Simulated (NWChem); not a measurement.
System: BSiH4OF; SMILES OB(F)[SiH3]

Here is an NWChem input.

```
start job
memory heap 200 mb stack 900 mb global 1100 mb
geometry units angstroms
  B     -0.032561    -0.558512     0.002212
  F      1.102923    -1.267910    -0.003441
  O     -1.203428    -1.220563     0.001959
  H     -1.085403    -2.180793    -0.003353
  Si     0.029592     1.473482     0.001754
  H     -1.338011     2.063216     0.118435
  H      0.655716     1.964802    -1.266611
  H      0.866671     1.966433     1.140545
end
basis spherical
  * library def2-svp
end
dft
  xc slater vwn_5
  iterations 150
end
driver
  maxiter 120
end
task dft optimize
task dft freq
```

The level has its own optimisation; frequencies are unscaled.

Problem. Give the results of this calculation. (LDA (Slater exchange, VWN5)/def2-SVP.) Quantities: r B–F (Å); r B–O (Å); r B–Si (Å); r H–O (Å); highest harmonic frequency (cm⁻¹); lowest (cm⁻¹); zero-point energy (kcal/mol); dipole (D).

Solution. 
```json
{
 "r B–F (Å)": "1.334",
 "r B–O (Å)": "1.342",
 "r B–Si (Å)": "2.017",
 "r H–O (Å)": "0.981",
 "highest harmonic frequency (cm⁻¹)": "3671",
 "lowest (cm⁻¹)": "50",
 "zero-point energy (kcal/mol)": "28.1",
 "dipole (D)": "1.76"
}
```
